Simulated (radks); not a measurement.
All-electron atom: neutral ytterbium in [Xe] 4f14 6s2.

All-electron calculation, Dirac Kohn-Sham, PBEsol, spin-unpolarised, spherical densities, point nucleus. Program: a radial shooting solver on a logarithmic mesh with Libxc functionals.

Energy parts (hartree):
| part | energy |
|---|---|
| total | -14071.5786 |
| kinetic | 15634.9361 |
| electron-nucleus | -34952.5549 |
| Hartree | 5536.2569 |
| exchange-correlation | -290.2168 |

Orbitals (lengths in bohr, moments of r in powers of bohr; r(max) is where P^2 peaks; r(90%) holds 90 % of the orbital's charge):
1s1/2: occ. 2; eigenvalue (hartree) -2247.041; r(90%) 0.0357; r(max) 0.01237; small-component weight 6.90e-02
2s1/2: occ. 2; eigenvalue (hartree) -380.4833; r(90%) 0.129; r(max) 0.07078; small-component weight 1.55e-02
2p1/2: occ. 2; eigenvalue (hartree) -362.9121; r(90%) 0.114; r(max) 0.05297; small-component weight 1.55e-02
2p3/2: occ. 4; eigenvalue (hartree) -324.4540; r(90%) 0.124; r(max) 0.05939; small-component weight 1.42e-02
3s1/2: occ. 2; eigenvalue (hartree) -85.74902; r(90%) 0.318; r(max) 0.1997; small-component weight 5.02e-03
3p1/2: occ. 2; eigenvalue (hartree) -77.99935; r(90%) 0.310; r(max) 0.1875; small-component weight 4.97e-03
3p3/2: occ. 4; eigenvalue (hartree) -69.83755; r(90%) 0.329; r(max) 0.2008; small-component weight 4.58e-03
3d3/2: occ. 4; eigenvalue (hartree) -56.65097; r(90%) 0.302; r(max) 0.1581; small-component weight 4.47e-03
3d5/2: occ. 6; eigenvalue (hartree) -54.86732; r(90%) 0.307; r(max) 0.1618; small-component weight 4.36e-03
4s1/2: occ. 2; eigenvalue (hartree) -16.85947; r(90%) 0.702; r(max) 0.4556; small-component weight 1.63e-03
4p1/2: occ. 2; eigenvalue (hartree) -13.72576; r(90%) 0.722; r(max) 0.4569; small-component weight 1.54e-03
4p3/2: occ. 4; eigenvalue (hartree) -11.87522; r(90%) 0.769; r(max) 0.4854; small-component weight 1.39e-03
4d3/2: occ. 4; eigenvalue (hartree) -6.72361; r(90%) 0.833; r(max) 0.4860; small-component weight 1.20e-03
4d5/2: occ. 6; eigenvalue (hartree) -6.38677; r(90%) 0.851; r(max) 0.4952; small-component weight 1.16e-03
4f5/2: occ. 6; eigenvalue (hartree) -0.13990; r(90%) 1.36; r(max) 0.4801; small-component weight 7.08e-04
4f7/2: occ. 8; eigenvalue (hartree) -0.09150; r(90%) 1.42; r(max) 0.4857; small-component weight 6.85e-04
5s1/2: occ. 2; eigenvalue (hartree) -2.01648; r(90%) 1.75; r(max) 1.071; small-component weight 3.23e-04
5p1/2: occ. 2; eigenvalue (hartree) -1.17043; r(90%) 2.02; r(max) 1.170; small-component weight 2.51e-04
5p3/2: occ. 4; eigenvalue (hartree) -0.94592; r(90%) 2.21; r(max) 1.262; small-component weight 2.13e-04
5d3/2: occ. 0; eigenvalue (hartree) -0.02951; r(90%) 6.43; r(max) 2.042; small-component weight 4.29e-05
5d5/2: occ. 0; eigenvalue (hartree) -0.02272; r(90%) 6.98; r(max) 2.173; small-component weight 3.69e-05
6s1/2: occ. 2; eigenvalue (hartree) -0.14484; r(90%) 5.82; r(max) 3.277; small-component weight 2.85e-05
6p1/2: occ. 0; eigenvalue (hartree) -0.04678; r(90%) 8.35; r(max) 4.386; small-component weight 1.38e-05
6p3/2: occ. 0; eigenvalue (hartree) -0.03730; r(90%) 9.09; r(max) 4.735; small-component weight 1.19e-05

The highest occupied level is 4f7/2 at -2.490 eV. The density falls to 0.001 e/bohr^3 at r = 5.05 bohr. Summed over all electrons, <r^2> = 72.10 bohr^2, which gives a Langevin (diamagnetic) susceptibility term of -57.1 x 10^-6 cm^3/mol.
